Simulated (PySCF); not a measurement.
## Electron correlation in Ni (nickel, neutral)

[Ar] 3d8 4s2, high-spin 3F determinant. All numbers are calculated (PySCF 2.14, the spin-free X2C one-electron Hamiltonian (Gaussian nucleus), in x2c-SVPall (5s3p3d1f, 36 functions)). Frozen: [Ar]; 10 electrons correlated.

MP2 pair energies summed by pair of shells (mhartree):

```
 pair   energy  share (%)
3d-3d  -158.59       81.5
4s-4s   -20.25       10.4
3d-4s   -15.85        8.1
```

Total MP2 correlation energy: -194.70 mhartree.

Same-spin part -68.47 and opposite-spin part -126.22 mhartree; SCS-MP2 scales them by 1/3 and 6/5 to -174.29 mhartree.
